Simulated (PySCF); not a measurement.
Vertical excitations of a molecule C5H7N from TDA-PBE/def2-SVPD (PySCF), as energy in eV (oscillator strength): 5.10 (0.000), 5.67 (0.010), 5.95 (0.004), 5.96 (0.017), 6.17 (0.122), 6.17 (0.027), 6.55 (0.005), 6.70 (0.010), 6.73 (0.001), 6.78 (0.021). Lowest triplet (TDA): 4.21 eV. Coordinates come from a PBE-D3(BJ)/def2-SVP optimisation. The values are those of a single conformer.

Q: Which structure fits?
(A) Cn1cccc1
(B) CC1=CCN=C1
(C) C#CC/C=N/C
(D) C1=CCCN=C1

A: A, Cn1cccc1
